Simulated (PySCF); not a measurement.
## Interval between two levels of V by level of theory

V [Ar] 3d3 4s2 [4F9/2, M_J = 9/2] → V [Ar] 3d4 4s1 [6D9/2, M_J = 9/2], as a difference of total energies. Calculation: PySCF 2.14, in x2c-SVPall-2c with one added diffuse shell each of s, d type (6s5p4d1f, 48 functions); the two-component X2C-1e Hamiltonian. Correlated levels: [Ne] frozen; the 6 highest virtual spinors dropped. "Screened" scales the spin-orbit matrix elements by Boettger's factors to mimic the two-electron term; Breit and QED terms are absent.

```csv
method,interval between two levels (cm⁻¹),error (cm⁻¹)
GHF (spin-free),2459.2,+587
GMP2 (spin-free),1412.4,-459
GHF (screened spin-orbit),2345.4,+474
GMP2 (screened spin-orbit),1297.2,-575
```

Reference: 1871.8 cm⁻¹ (measured; NIST Handbook of Basic Atomic Spectroscopic Data (Sansonetti and Martin, J. Phys. Chem. Ref. Data 34, 1559 (2005))).

Errors of the correlated levels include the incompleteness of this basis and the frozen core.

The labels give the starting determinants; with spin-orbit coupling the two ends relaxed to ⟨J²⟩ = 24.77, ⟨L²⟩ = 12.01, ⟨S²⟩ = 3.76 and ⟨J²⟩ = 24.76, ⟨L²⟩ = 6.01, ⟨S²⟩ = 8.75.
